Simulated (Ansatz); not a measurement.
One change: `[SiH3]/N=C\[SeH]` becomes `N=C[SeH]`.

Ansatz, PBE0-D4/def2-TZVP geometries, multiplicity 1. Each molecule was computed in one conformer, which needn't be the lowest.

Scalar relativity is left out up to krypton.

```tsv
property	`[SiH3]/N=C\[SeH]`
LUMO energy (B3LYP/def2-TZVPP) / eV	-1.20
HOMO energy (ωB97M-V/def2-TZVPP) / eV	-9.32
HOMO energy (B3LYP/def2-TZVPP) / eV	-6.94
size of the dipole moment (PBE/def2-TZVPP) / D	1.13
LUMO energy (PBE/def2-TZVPP) / eV	-1.98
HOMO–LUMO gap (ωB97M-V/def2-TZVPP) / eV	10.46
```

Question: What does the change do to each property? (Best estimate.)

Answer: Ansatz gave: 
```csv
property,`N=C[SeH]`,shift
LUMO energy (B3LYP/def2-TZVPP) / eV,-0.70,0.50
HOMO energy (ωB97M-V/def2-TZVPP) / eV,-9.14,0.18
HOMO energy (B3LYP/def2-TZVPP) / eV,-6.80,0.14
size of the dipole moment (PBE/def2-TZVPP) / D,2.44,1.31
LUMO energy (PBE/def2-TZVPP) / eV,-1.50,0.48
HOMO–LUMO gap (ωB97M-V/def2-TZVPP) / eV,10.83,0.37
```

With PBE0 the HOMO rises by 0.14 eV and the LUMO rises by 0.54 eV, so the gap widens by about 0.40 eV. PBE moves the HOMO by -0.02 eV and ωB97M-V by 0.18 eV. Dipoles are sizes alone; their direction can turn.

B3LYP here is the variant with VWN-RPA as its local correlation; programs differ in this.

Spin–orbit coupling is left out; it splits and shifts lone-pair levels of the heavy atoms by tenths of an eV.
